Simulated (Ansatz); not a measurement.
Steps of a relaxation of B2Cl2F2H4N2 (`F[B@-]1(Cl)[NH2+][B@@-](F)(Cl)[NH2+]1`) with RKS PBE0-D4/def2-TZVP.

```sh
$ ansatz run in.yaml --threads 4 --pin off --events-out ev --progress --plain --max-ram 11315MiB
```

```yaml
crystal:
  periodic: [false, false, false]
  atoms:
    - {symbol: F, position_ang: [-0.151928, -1.695663, -1.392006]}
    - {symbol: B, position_ang: [-0.573811, -0.538334, -0.789279]}
    - {symbol: Cl, position_ang: [-2.186874, 0.117799, -1.359046]}
    - {symbol: N, position_ang: [0.576258, 0.582005, -0.813518]}
    - {symbol: B, position_ang: [0.673693, 0.437440, 0.782700]}
    - {symbol: F, position_ang: [1.872467, -0.112427, 1.158639]}
    - {symbol: Cl, position_ang: [0.197258, 1.982224, 1.645031]}
    - {symbol: N, position_ang: [-0.501174, -0.656763, 0.810447]}
    - {symbol: H, position_ang: [1.429620, 0.283415, -1.305199]}
    - {symbol: H, position_ang: [0.286085, 1.505310, -1.156382]}
    - {symbol: H, position_ang: [-1.352232, -0.378448, 1.312945]}
    - {symbol: H, position_ang: [-0.192463, -1.581656, 1.139667]}
basis:
  gaussian: {orbitals: def2-TZVP}
hamiltonian: {xc: pbe0, dispersion: d4}
relax: {f_tol: 0.005, max_steps: 150}
```

Positions (Å) and forces (eV/Å) along the path, 4 of 4 steps:

```xyz
12
step=1 energy=-34872.4789 eV
F    -0.152   -1.696   -1.392   -0.175    0.447    0.224
B    -0.574   -0.538   -0.789    0.116   -0.130   -0.021
Cl   -2.187    0.118   -1.359    0.256   -0.119    0.079
N     0.576    0.582   -0.814    0.135    0.106   -0.173
B     0.674    0.437    0.783    0.125   -0.124   -0.011
F     1.872   -0.112    1.159   -0.461    0.224   -0.135
Cl    0.197    1.982    1.645    0.092   -0.247   -0.127
N    -0.501   -0.657    0.810   -0.091   -0.153    0.167
H     1.430    0.283   -1.305   -0.496    0.179    0.282
H     0.286    1.505   -1.156    0.170   -0.558    0.211
H    -1.352   -0.378    1.313    0.514   -0.162   -0.307
H    -0.192   -1.582    1.140   -0.184    0.537   -0.187
12
step=2 energy=-34872.5106 eV
F    -0.155   -1.687   -1.388   -0.072    0.173    0.084
B    -0.572   -0.536   -0.787    0.069   -0.041    0.014
Cl   -2.179    0.115   -1.356    0.109   -0.049    0.035
N     0.573    0.577   -0.808    0.027    0.025   -0.037
B     0.671    0.436    0.780    0.036   -0.069   -0.029
F     1.864   -0.109    1.156   -0.178    0.090   -0.049
Cl    0.199    1.975    1.641    0.037   -0.105   -0.055
N    -0.497   -0.654    0.805   -0.021   -0.031    0.035
H     1.418    0.282   -1.295   -0.130    0.047    0.074
H     0.286    1.491   -1.148    0.043   -0.140    0.053
H    -1.339   -0.378    1.302    0.129   -0.041   -0.077
H    -0.192   -1.569    1.131   -0.048    0.141   -0.049
12
step=3 energy=-34872.5145 eV
F    -0.155   -1.681   -1.383    0.007   -0.006   -0.001
B    -0.568   -0.534   -0.783   -0.008    0.003   -0.003
Cl   -2.171    0.114   -1.351   -0.009    0.004   -0.004
N     0.573    0.577   -0.808   -0.010   -0.019    0.020
B     0.668    0.433    0.776   -0.002    0.007    0.004
F     1.857   -0.108    1.152    0.006   -0.006   -0.001
Cl    0.198    1.968    1.635   -0.002    0.009    0.005
N    -0.497   -0.653    0.805    0.017    0.012   -0.021
H     1.414    0.284   -1.294    0.009   -0.007   -0.003
H     0.286    1.487   -1.145   -0.007    0.007    0.001
H    -1.336   -0.377    1.299   -0.006    0.007    0.001
H    -0.194   -1.565    1.130    0.006   -0.010    0.001
12
step=4 energy=-34872.5145 eV
F    -0.154   -1.681   -1.383    0.000   -0.002   -0.002
B    -0.569   -0.534   -0.783    0.003    0.003    0.004
Cl   -2.172    0.114   -1.352    0.000   -0.001    0.000
N     0.573    0.576   -0.807    0.002    0.004   -0.005
B     0.669    0.434    0.777   -0.003   -0.002   -0.004
F     1.857   -0.108    1.152    0.002   -0.001    0.001
Cl    0.199    1.968    1.636    0.001    0.000    0.000
N    -0.496   -0.652    0.804   -0.004   -0.003    0.005
H     1.414    0.283   -1.293    0.000    0.000    0.000
H     0.285    1.487   -1.144    0.000    0.001    0.000
H    -1.335   -0.377    1.298   -0.001    0.001    0.000
H    -0.193   -1.565    1.130    0.000    0.000    0.000
```

Hardware: 4 threads of an Arm Neoverse V1 on a shared host. Wall time 51 s, peak host memory 1.1 GiB.
